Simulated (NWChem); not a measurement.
AlHOCl$_{2}$; SMILES [OH][Al]([Cl])[Cl]

```xyz
5

Al     0.3510     0.0077     0.0000
Cl    -0.6805    -1.8236     0.0000
Cl    -0.7077     1.8125     0.0000
O      2.0524     0.0974     0.0000
H      2.6167    -0.6920     0.0000
```
Atoms are numbered in this order, from 1.

Computed with NWChem. Medium grid unless said otherwise, to which SCAN and Minnesota functionals are sensitive. Structure relaxed at the PBE-D3(BJ)/def2-SVP level. Hybrids' shares of exact exchange are those that their runs print; pure functionals count as 0. The functionals differ in more than this share.

```
row                 share of exact exchange  orbital gap (eV)
------------------  -----------------------  ----------------
PBE/def2-SVP                           0.00              5.87
N12/def2-SVP                           0.00              5.92
B3LYP/def2-SVP                         0.20              7.60
PBE0/def2-SVP                          0.25          withheld
MN15/def2-SVP                          0.44              9.50
BHandHLYP/def2-SVP                     0.50             10.27
```

Q: Fit a straight line of the last column on the one before it, predict the withheld value, and compare with the run.

A: 
1. Means of the 5 shown rows: x = 0.228, y = 7.832. Slope Σ(x − x̄)(y − ȳ)/Σ(x − x̄)² = 1.907/0.2237 = 8.523; intercept 5.889.
2. The shown rows scatter about the line by 0.084 (root mean square); the largest residual is -0.14, at MN15/def2-SVP.
3. At x = 0.25 (PBE0/def2-SVP; inside the shown range) the line gives 8.02.
4. The run gives 8.21, +0.19 from the line, 2.3 times the scatter.
